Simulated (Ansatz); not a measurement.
Ideal-gas functions of `BrC1=N[SiH2]1` at 400 K and 1 bar, from an Ansatz frequency run at PBE0-D4/def2-TZVP.

Molar mass 136.02 g/mol, point group Cs (symmetry number 1), electronic degeneracy 1, moments of inertia 26.599, 329.698, 350.06 u Å². Harmonic wavenumbers (cm⁻¹, unscaled): 249, 288, 370, 549, 620, 660, 714, 962, 1045, 1630, 2273, 2295.

Use S(trans) = R[1.5 ln M + 2.5 ln T − 1.1517]; rotational temperatures θ = 24.2544 K / I; S(rot) = R[ln(√π/σ · √(T³/θAθBθC)) + 1.5]; for each mode x = 1.438777 ν̃/T, S = R[x/(eˣ − 1) − ln(1 − e⁻ˣ)] and H = RT x/(eˣ − 1); 1 cm⁻¹ = 0.0119627 kJ/mol; R = 8.31446 J/(mol·K).

Problem. By hand: the entropy, in J/(mol·K).

Solution. Translation 176.2. Rotation: θ = 0.9119, 0.0736, 0.0693 K, giving 114.3. Vibration, mode by mode: 9.50, 8.38, 6.53, 3.89, 3.18, 2.84, 2.44, 1.20, 0.94, 0.16, 0.02, 0.02, in all 39.1. Electronic 0.0. Sum 329.6 J/(mol·K).

Problem. By hand: H − E and G − E in kJ/mol, counted from the electronic energy.

Solution. Zero-point energy ½ × 11655 × 0.0119627 = 69.7; thermal vibration 9.8; translation, rotation and pV give 4 RT = 13.3. H − E = 92.8 kJ/mol, and G − E = 92.8 − 400 × 329.6/1000 = -39.0 kJ/mol.

Vibration gives 12 % of the entropy.
